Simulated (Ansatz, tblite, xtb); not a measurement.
Potential energy curve for NaC (anion, charge -1), lowest triplet found (which spin is the ground state isn't settled by this scan).

Levels of theory: ROCCSD(T) = CCSD(T) on ROHF/aug-cc-pVDZ, frozen core in Ansatz (an electronic-structure program); GFN1-xTB (xtb); GFN2-xTB, 300 K electronic temperature (tblite).

Total energies in hartree (comparable only within one method and basis):

```tsv
R / Å	ROCCSD(T)	GFN1-xTB	GFN2-xTB
1.74	-199.59753	-2.22326	-2.11155
1.89	-199.67455	-2.24325	-2.13749
2.01	-199.69152	-2.24704	-2.14894
2.09	-199.69868	-2.24626	-2.15384
2.22	-199.70546	-2.24188	-2.15888
2.30	-199.70751	-2.23819	-2.16075
2.39	-199.70847	-2.23370	-2.16211
2.44	-199.70853	-2.23113	-2.16261
2.51	-199.70820	-2.22745	-2.16306
2.63	-199.70678	-2.22091	-2.16338
2.74	-199.70488	-2.21469	-2.16338
2.90	-199.70156	-2.20542	-2.16329
3.06	-199.69800	-2.19605	-2.16260
3.26	-199.69360	-2.18452	-2.16110
3.55	-199.68777	-2.16872	-2.15863
3.86	-199.68254	-2.15357	-2.15601
4.27	-199.67729	-2.13699	-2.15296
4.75	-199.67341	-2.12286	-2.15033
5.37	—	-2.11175	—
6.03	—	-2.10631	—
```

A dash means that the run gave no value there, or that the column was ended at a point which the program doubted or which failed a test of continuity chosen for this set; such a test can also cut sound points.

The T1 diagnostic of CCSD on the restricted reference of ROCCSD(T) exceeds 0.045 at 1.74 to 4.75, 7.00 to 8.25 Å. Where the anion isn't bound against loss of the electron, the finite basis alone holds it.
